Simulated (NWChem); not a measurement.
C$_{2}$H$_{4}$ClGa; SMILES [CH]([GaH][Cl])=C

```xyz
8

Ga    -0.7251     0.0159     0.0000
H     -2.2173     0.4665     0.0000
Cl     0.7302     1.6229     0.0000
C      0.0743    -1.7524     0.0000
C      1.4056    -1.9074     0.0000
H     -0.5592    -2.6486     0.0000
H      1.8792    -2.8971     0.0000
H      2.0825    -1.0448     0.0000
```
Atoms are numbered in this order, from 1.

Program: NWChem. Medium grid unless said otherwise, to which SCAN and Minnesota functionals are sensitive. Coordinates come from a PBE0/def2-SVP optimisation.

For level BLYP/def2-SVP:

- highest occupied level (eV): -6.60
- orbital gap (eV): 4.18
- dipole (D): 2.14

### Question
Estimate the same quantities for level SCAN/def2-SVP.

### Answer
The highest occupied level (eV) is -7.16 and the orbital gap (eV) is 4.74. The dipole (D) is 2.35.
